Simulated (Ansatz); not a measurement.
Gas-phase electronic energies from Ansatz, PBE0-D4/def2-TZVP geometries. CCSD(T)/CBS is the MP2 limit (def2-TZVPP, def2-QZVPP) plus CCSD(T) − MP2 in def2-TZVPP, frozen cores. This one scheme is used for every species. DFT in def2-TZVPP. For Mg outer-core shells are correlated without core-valence functions, which leaves a few kJ/mol of doubt a bond. One conformer a species, not always the lowest.

`CC(C)[O][MgH]` + HCl → `CC(C)Cl` + `[OH][MgH]`  (substitution at a C–O bond)

```
         level  ΔE (kJ/mol)  difference from CCSD(T)/CBS
       BLYP-D4        -21.3                          2.7
       PBE0-D4        -23.3                          0.7
    r2SCANh-D4        -23.4                          0.6
      BHLYP-D4        -20.7                          3.3
       r2SCANh        -24.0                          0.0
     CAM-B3LYP        -20.0                          4.0
   HF/def2-SVP          0.5                         24.5
  MP2/def2-SVP         -6.6                         17.4
 CCSD/def2-SVP          0.8                         24.8
CCSD/CBS(def2)        -23.3                          0.7
   CCSD(T)/CBS        -24.0                            0
```

Largest T1 diagnostic among the species: 0.011.

Leaving LDA and LC-ωPBE aside and taking each functional with its dispersion term where it has one, the values, not all of them listed here, spread over 6.1 kJ/mol, from PBE-QIDH to CAM-B3LYP-D4. LDA lies +6.7 kJ/mol from PBE without D4. At CCSD(T), def2-SVP lies +25.1 kJ/mol from the extrapolated value and def2-TZVPP +4.7 kJ/mol.
